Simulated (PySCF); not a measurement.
**[HfF3(H2O)2]+ at several levels of theory**

Computed with PySCF 2.14.0 (density fitting, no spin-orbit coupling) at the geometry relaxed with B3LYP:

```xyz
10
[HfF3(H2O)2]+ (singlet)
Hf    0.0304    0.0000   -0.1686
F    -1.1319    0.0000    1.3477
F    -0.8289    0.0000   -1.8552
F     1.9384    0.0000   -0.2407
O     0.2004    2.1844    0.1629
H     0.9412    2.7492   -0.1238
H    -0.4240    2.7346    0.6703
O     0.2004   -2.1844    0.1629
H    -0.4240   -2.7346    0.6703
H     0.9412   -2.7492   -0.1238
```

```csv
level,basis,state,HOMO (eV),gap (eV),charge on Hf1 (e),dipole about the centre of mass (D),largest force component (eV/Å)
B3LYP,"Hf def2-SVP with ECP60, F def2-SVP, O def2-SVP, H def2-SVP",singlet,-15.54,9.42,1.41,2.10,0.02
HF,the same,singlet,-21.23,18.94,2.09,2.20,1.20
TPSSh,the same,singlet,-14.77,8.50,1.43,2.09,0.15
TPSS,the same,singlet,-13.96,7.37,1.34,2.07,0.32
B3LYP,"Hf def2-TZVP with ECP60, F def2-TZVP, O def2-TZVP, H def2-TZVP",singlet,-15.69,9.54,1.75,2.06,0.37
B3LYP,"Hf x2c-SVPall, F x2c-SVPall, O x2c-SVPall, H x2c-SVPall",singlet,-15.71,9.21,1.39,2.08,0.91
```

Charges are Mulliken's, which hang on the basis. The relaxation used the grid (50, 194), these runs (75, 302) or, all-electron (x2c bases, spin-free X2C Hamiltonian), (99, 590).

**Question.** What does BLYP with Hf def2-SVP with ECP60, F def2-SVP, O def2-SVP, H def2-SVP give here?

**Answer.** state singlet, HOMO (eV) -13.73, gap (eV) 7.10, charge on Hf1 (e) 1.21, dipole about the centre of mass (D) 2.07, largest force component (eV/Å) 0.41. Time: 8.5 s on 2 threads of Arm Neoverse V1, on a shared host, from an already converged density.

In the first row's basis the gap widens with exact exchange: 7.1 to 7.4 eV for BLYP, TPSS (none); 8.5 to 9.4 eV for TPSSh, B3LYP (a fixed share); 18.9 eV for Hartree–Fock (rising or full at long range).
